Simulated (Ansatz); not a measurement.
Cd6Se6. The state is a singlet with charge 0. Geometry PBE-D4/def2-SVP; atoms count from 1.

Cartesian coordinates in Å:
```
Cd 1.3718 -0.1575 -4.4640
Cd -1.7469 1.1936 -0.5577
Cd 0.0443 -2.2373 2.4846
Cd -0.4586 0.8943 3.6692
Cd -2.0957 -1.5165 0.7732
Cd 0.7868 -0.9784 -1.5806
Se -1.7138 -1.4667 -1.8168
Se -3.0710 0.7346 1.5800
Se 2.9668 -1.1233 -0.2677
Se 0.4736 2.0315 -1.6127
Se 1.8093 0.2073 1.3628
Se 1.6333 2.4183 0.4297
```

In the def2 sets Cd takes a core potential; there is no spin–orbit coupling. The structure comes from a short search, and lower isomers may exist.

Estimate the Mulliken populations from the PBE/def2-SVP orbitals of Ansatz.


```json
{"atom": "Cd1", "charge (e)": "0.16", "d electrons": "9.99"}
{"atom": "Cd2", "charge (e)": "0.39", "d electrons": "10.01"}
{"atom": "Cd3", "charge (e)": "0.15", "d electrons": "9.99"}
{"atom": "Cd4", "charge (e)": "0.04", "d electrons": "10.00"}
{"atom": "Cd5", "charge (e)": "0.31", "d electrons": "10.00"}
{"atom": "Cd6", "charge (e)": "0.27", "d electrons": "10.01"}
{"atom": "Se7", "charge (e)": "-0.42", "d electrons": "–"}
{"atom": "Se8", "charge (e)": "-0.38", "d electrons": "–"}
{"atom": "Se9", "charge (e)": "-0.20", "d electrons": "–"}
{"atom": "Se10", "charge (e)": "-0.24", "d electrons": "–"}
{"atom": "Se11", "charge (e)": "-0.10", "d electrons": "–"}
{"atom": "Se12", "charge (e)": "0.02", "d electrons": "–"}
```
Mulliken values and Mayer orders depend strongly on the basis.

And the Mayer bond orders between bonded heavy atoms (over 0.3)?

Cd1–Cd6 0.39 (3.05 Å); Cd2–Se7 0.41 (2.94 Å); Cd2–Se8 0.89 (2.56 Å); Cd2–Se10 0.66 (2.60 Å); Cd3–Cd5 0.52 (2.83 Å); Cd5–Se7 0.71 (2.62 Å); Cd5–Se8 0.85 (2.58 Å); Cd6–Se7 0.79 (2.56 Å); Cd6–Se9 0.82 (2.55 Å); Se9–Se11 0.98 (2.40 Å); Se10–Se12 1.04 (2.38 Å); Se11–Se12 0.95 (2.41 Å).
